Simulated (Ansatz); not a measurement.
`[SiH3][SiH]1NCS1` + `OBB(O)F` → `OBB(F)[SiH3]` + `O[SiH]1NCS1`  (redistribution)

Computed with Ansatz on PBE0-D4/def2-TZVP structures; ΔE is electronic, products minus reactants. CCSD(T)/CBS is the MP2 limit (def2-TZVPP, def2-QZVPP) plus CCSD(T) − MP2 in def2-TZVPP, frozen cores. Functionals use def2-TZVPP. Each species was taken in one conformer, which may not be the lowest.

`[SiH3][SiH]1NCS1`:

```xyz
12

Si   -0.258    2.176   -0.132
Si    0.646    0.061   -0.604
N     0.673   -1.093    0.677
C    -0.380   -1.997    0.248
S    -0.733   -1.344   -1.447
H     0.684    2.992    0.687
H    -0.527    2.911   -1.400
H    -1.531    2.024    0.622
H     1.931    0.235   -1.342
H     0.837   -0.985    1.664
H    -0.055   -3.039    0.175
H    -1.288   -1.940    0.854
```

`OBB(O)F`:

Cartesian coordinates in Å:
```
O -0.329 -0.885 1.167
B -0.666 -0.487 -0.087
B 0.382 0.706 -0.756
O 1.440 1.194 -0.071
F 0.202 1.207 -1.977
H -0.913 -1.551 1.541
H -1.629 -0.976 -0.616
H 1.513 0.792 0.800
```

`OBB(F)[SiH3]`:

Z-matrix (Å, degrees):
```
Si
B 1 2.051
H 1 1.493 2 108.3
H 1 1.489 2 113.0 3 -119.8
H 1 1.489 2 111.0 3 117.4
B 2 1.706 1 122.8 3 -82.2
F 2 1.333 1 116.9 3 94.2
O 6 1.354 2 119.5 1 -87.8
H 6 1.209 2 121.4 1 89.0
H 8 0.961 6 113.8 2 177.7
```

`O[SiH]1NCS1`:

Cartesian coordinates in Å:
```
O -0.276 1.396 1.875
Si 0.369 0.186 0.986
N -0.639 -0.630 -0.127
C 0.086 -0.435 -1.369
S 1.434 0.687 -0.795
H -0.757 2.069 1.388
H 1.068 -0.610 2.018
H -1.314 -1.372 -0.057
H -0.501 0.059 -2.149
H 0.530 -1.350 -1.769
```

(1) Is it downhill or uphill in electronic energy at CCSD(T)/CBS, and by how much? (Estimate.)

(2) What do these levels give: PBE-D4, r2SCAN-D4, PBE0-D4, ωB97X-V, B2PLYP, PBE, HF/def2-TZVPP, CCSD(T)/def2-TZVPP, MP2/def2-QZVPP, SCS-MP2/def2-QZVPP, HF/CBS(def2), CCSD/CBS(def2)? (Best estimate.)

Largest T1 diagnostic among the species: 0.015.

## Answers

(1) Ansatz gave: Uphill: ΔE = +51.9 kJ/mol.

(2) Ansatz gave: PBE-D4 58.7, r2SCAN-D4 53.9, PBE0-D4 58.4, ωB97X-V 51.1, B2PLYP 50.7, PBE 56.6, HF/def2-TZVPP 46.2, CCSD(T)/def2-TZVPP 53.6, MP2/def2-QZVPP 51.9, SCS-MP2/def2-QZVPP 49.7, HF/CBS(def2) 45.1, CCSD/CBS(def2) 50.3 kJ/mol.

In def2-TZVPP, CCSD(T) changes the Hartree–Fock value by +7.5 kJ/mol (the triples alone add +1.6 kJ/mol) and MP2 by +7.0 kJ/mol. The D4 term adds +3.5 kJ/mol with B3LYP and +2.0 kJ/mol with PBE0; it sums over pairs of atoms, weighted by their polarisabilities, and B3LYP, whose exchange is more repulsive, gets the larger term.

B3LYP here is the variant with VWN-RPA as its local correlation; programs differ in this.
